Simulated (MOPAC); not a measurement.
MOPAC input (PM6):

```
PM6 PRECISE GNORM=0.05 LET XYZ GEO-OK AUX(PRECISION=9) THREADS=1
F2I2Si

F    -0.09567700 1   -1.80634000 1    1.30959800 1
Si   -0.04468000 1   -0.89020800 1    0.01851400 1
F    -0.08831700 1   -1.85959600 1   -1.23335700 1
I    -2.00123600 1    0.53019000 1   -0.01689600 1
I     2.04428300 1    0.32747700 1   -0.00094200 1
```

From the output:

```
                                                       MOPAC v23.2.5 Linux

          FINAL HEAT OF FORMATION =       -192.10018 KCAL/MOL =    -803.74717 KJ/MOL

          COSMO AREA              =        145.22 SQUARE ANGSTROMS
          COSMO VOLUME            =        142.45 CUBIC ANGSTROMS

          GRADIENT NORM           =          0.02182          =       0.00976 PER ATOM
          IONIZATION POTENTIAL    =          9.904341 EV
          HOMO LUMO ENERGIES (EV) =         -9.904 -1.593
          NO. OF FILLED LEVELS    =         16
          MOLECULAR WEIGHT        =        319.8913         POINT GROUP:  C2v

          MOLECULAR DIMENSIONS (Angstroms)

            Atom       Atom       Distance
            I     5    I     4     3.96699
            I     4    F     1     2.51166
            F     3    I     4     2.14860

          SCF CALCULATIONS        =         12

   ATOM   CHEMICAL          X               Y               Z
  NUMBER   SYMBOL      (ANGSTROMS)     (ANGSTROMS)     (ANGSTROMS)

     1       F         -0.09344614  *  -1.76492984  *   1.27013690  *
     2      Si         -0.04075771  *  -0.81206851  *   0.01688545  *
     3       F         -0.08630935  *  -1.81656517  *  -1.19564916  *
     4       I         -1.96121227  *   0.49338152  *  -0.01600905  *
     5       I          2.00077411  *   0.29485387  *  -0.00038445  *

                             CARTESIAN COORDINATES

   1    F       -0.093446142    -1.764929840     1.270136904
   2   Si       -0.040757709    -0.812068510     0.016885448
   3    F       -0.086309349    -1.816565169    -1.195649162
   4    I       -1.961212269     0.493381515    -0.016009052
   5    I        2.000774114     0.294853865    -0.000384446

           Empirical Formula: F2 Si I2  =     5 atoms

      MOLECULAR POINT GROUP   :   C2v

                  EIGENVALUES
 -41.31319 -41.18842 -22.12828 -21.95392 -18.31051 -16.60412 -16.32597 -16.20460
 -15.92031 -15.58690 -13.04495 -11.10213 -10.90543 -10.60687 -10.25785  -9.90434
  -1.59306  -0.68583  -0.41871   0.26886   0.34903   0.36114   0.99906   2.33933
   3.60925 109.07518 109.54654 109.57679 110.29289 110.30392 110.30850 110.32955
 110.63288 110.75623 111.00654

              NET ATOMIC CHARGES AND DIPOLE CONTRIBUTIONS

  ATOM NO.   TYPE          CHARGE      No. of ELECS.   s-Pop       p-Pop       d-Pop
    1          F          -0.277285        7.2773     1.93059     5.34669
    2         Si           0.783997        3.2160     0.95859     1.14679     1.11063
    3          F          -0.277278        7.2773     1.93059     5.34669
    4          I          -0.114717        7.1147     1.89025     5.22186     0.00261
    5          I          -0.114717        7.1147     1.89025     5.22186     0.00261
 DIPOLE           X         Y         Z       TOTAL
 POINT-CHG.     0.064     1.278    -0.027     1.280
 HYBRID         0.003     0.054    -0.001     0.054
 SUM            0.067     1.332    -0.028     1.334

          ATOMIC ORBITAL ELECTRON POPULATIONS

     Atom    s        px        py        pz      x^2-y^2     xz        z^2       yz        xy
    1  F   1.93059   1.85955   1.78243   1.70471
    2 Si   0.95859   0.47666   0.37115   0.29898   0.18874   0.15721   0.24787   0.32261   0.19420
    3  F   1.93059   1.85962   1.77250   1.71457
    4  I   1.89025   1.59310   1.73154   1.89721   0.00063   0.00034   0.00040   0.00018   0.00105
    5  I   1.89025   1.55042   1.77416   1.89728   0.00073   0.00038   0.00040   0.00014   0.00096

 **********************
 *                    *
 * JOB ENDED NORMALLY *
 *                    *
 **********************

 == MOPAC DONE ==
```

The geometry given is a B3LYP-D3(BJ)/def2-TZVP minimum.
